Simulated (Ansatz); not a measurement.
Ansatz (a quantum-chemistry and plane-wave program) input (wB97M-V/def2-TZVPD):

Ansatz 0.2 input:
```yaml
crystal:
  periodic: [false, false, false]
  atoms:
    - {symbol: Si, position_ang: [2.35129758, -0.33395317, 0.35704971]}
    - {symbol: C, position_ang: [0.51438345, -0.13066875, 0.13864479]}
    - {symbol: C, position_ang: [-0.49767965, -0.83077067, 0.87162369]}
    - {symbol: C, position_ang: [-1.76524626, -0.48679762, 0.50688075]}
    - {symbol: S, position_ang: [-1.76273271, 0.69816260, -0.73820015]}
    - {symbol: C, position_ang: [-0.04596481, 0.73202262, -0.76928716]}
    - {symbol: H, position_ang: [2.76053497, 0.00250474, 1.74208675]}
    - {symbol: H, position_ang: [2.76485552, -1.73286034, 0.09052520]}
    - {symbol: H, position_ang: [3.04655291, 0.56860515, -0.58948740]}
    - {symbol: H, position_ang: [-0.28679503, -1.56157172, 1.64005873]}
    - {symbol: H, position_ang: [-2.69600568, -0.86254508, 0.89925948]}
    - {symbol: H, position_ang: [0.46345818, 1.38789651, -1.45710873]}
basis:
  gaussian:
    orbitals: def2-TZVPD
hamiltonian:
  xc: {name: wB97M-V}
output: {forces: true}
```

End of the output:

```
integrals: 0.42 GiB planned
1582 factors; their error is unknown
integrals: 0.46 GiB planned
524 factors; integrals over basis functions are off by at most 4.1e-5 eV
0.55 GiB of the device are held for the grids
2.21 GiB of device memory are held for the factors and their scratch space
mean field: 2.63 GiB planned
mean field evaluation 1: about -22951.3859 eV, gradient 5.1e1 eV
mean field evaluation 2: about -22950.8497 eV, gradient 5.2e1 eV
mean field evaluation 4: about -22957.4376 eV, gradient 2.6e0 eV
mean field evaluation 8: about -22957.4662 eV, gradient 7.9e-2 eV
mean field evaluation 16: about -22957.4653 eV, gradient 6.9e-3 eV
mean field -22957.46527509 eV, -843.6712877305 hartree, gradient 5.5e-5 eV, S^2 0.000000; 0 other end points of the search recorded, 0 dependent functions left out
the calculation of the forces begins
reference -22957.46535083 eV, -843.6712905141 hartree; 30, 30 occupied and 261, 261 virtual orbitals, 1582 factors
Total energy: -22957.46535083 eV, -843.6712905141 hartree
Atom 0 at     2.351298    -0.333953     0.357050 Å, force     0.040499    -0.009566     0.010157 eV/Å
Atom 1 at     0.514383    -0.130669     0.138645 Å, force    -0.094239     0.145270    -0.152888 eV/Å
Atom 2 at    -0.497680    -0.830771     0.871624 Å, force    -0.197999     0.086484    -0.091390 eV/Å
Atom 3 at    -1.765246    -0.486798     0.506881 Å, force     0.224879     0.115665    -0.120946 eV/Å
Atom 4 at    -1.762733     0.698163    -0.738200 Å, force     0.249705    -0.169376     0.178623 eV/Å
Atom 5 at    -0.045965     0.732023    -0.769287 Å, force    -0.143071    -0.189148     0.198372 eV/Å
Atom 6 at     2.760535     0.002505     1.742087 Å, force    -0.025850    -0.012873    -0.067853 eV/Å
Atom 7 at     2.764856    -1.732860     0.090525 Å, force    -0.026052     0.068339     0.009437 eV/Å
Atom 8 at     3.046553     0.568605    -0.589487 Å, force    -0.038165    -0.033839     0.035456 eV/Å
Atom 9 at    -0.286795    -1.561572     1.640059 Å, force    -0.007692    -0.005698     0.005967 eV/Å
Atom 10 at    -2.696006    -0.862545     0.899259 Å, force    -0.000808    -0.006065     0.006371 eV/Å
Atom 11 at     0.463458     1.387897    -1.457109 Å, force     0.018794     0.010808    -0.011307 eV/Å
Dipole moment:    -0.103096    -0.022604     0.023481 e Å
```
